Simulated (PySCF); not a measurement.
# Substituent chemical shifts

Parent skeleton `[CH3:1][CH2:2][Si:3]([CH3:4])([SiH3:5])[SiH3:6]`; one hydrogen on atom 4 is replaced by X. Hydrogens on one atom are averaged.

- PBE0/pcSseg-1 with gauge-including orbitals
- geometry from GFN2-xTB
- run in PySCF 2.14.0 with density-fitted response routines
- equivalent nuclei averaged, non-relativistic, no solvent, one conformer

Chemical shifts δ = σref − σ; $^{13}$C (186.93 ppm), $^{29}$Si (349.16 ppm), $^{1}$H (31.72 ppm) against TMS, all at this level.

Parent (X = H): C1 12.9, C2 12.9, Si3 -43.2, C4 -1.7, Si5/Si6 -116.2, H(C1) 1.17, H(C2) 0.98, H(C4) 0.29, H(Si5)/H(Si6) 3.43 ppm. Effects are Δδ = δ(X) − δ(H), positive for deshielding.

Question: Order these by the shift of C4, most shielded first.
A. X = NHSiH3
B. X = CN
C. X = NHCH3
D. X = CH3

Answer: B (+1.7 ppm), D (+9.8 ppm), A (+39.1 ppm), C (+42.0 ppm).

Question: Order these by the shift of Si3, most shielded first.
A. X = NHSiH3
B. X = CN
C. X = CH3

Answer: C (+4.5 ppm), A (+9.5 ppm), B (+11.3 ppm).
